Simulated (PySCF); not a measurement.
boron atom (B), doublet. Base run: PySCF with HF/def2-TZVP.

Geometry (Å):
```xyz
1

B      0.0000     0.0000     0.0000
```
Charge 0, spin multiplicity 2.
Orbitals are unrestricted.
All else is at PySCF's defaults.
Base energy -24.53233 Eh.

The base run was repeated with changes; each row names its change, and settings that it needs were set with it.

| change | ΔE vs base (mEh) | SCF cycles | <S^2> |
|---|---|---|---|
| base | 0.000 | 8 | 0.761 |
| level_shift = 0.3 (with mf.max_cycle = 100) | 0.000 | 12 | 0.761 |
| diis_space = 4 | 0.000 | 9 | 0.761 |
| solver = newton; init_guess = 1e | 0.000 | - | 0.761 |
| diis = off; damp = 0.3 (with mf.diis_start_cycle = 200; with mf.max_cycle = 150) | 0.000 | 24 | 0.761 |
| diis = off (with mf.max_cycle = 100) | 0.000 | 17 | 0.761 |
| conv_tol = 1e-6 | 0.000 | 7 | 0.761 |
| conv_tol_grad = 1e-3 | 0.000 | 8 | 0.761 |
| level_shift = 0.5 (with mf.max_cycle = 100) | 0.000 | 15 | 0.761 |
| conv_tol = 1e-7 | 0.000 | 7 | 0.761 |
| init_guess = 1e | 0.000 | 8 | 0.761 |
| level_shift = 1.0 (with mf.max_cycle = 100) | 0.000 | 22 | 0.761 |
| conv_tol = 1e-12 | 0.000 | 10 | 0.761 |

Open shells are given as the SCF converged; they aren't shown to be the lowest states, and a large step between rows can be another state.
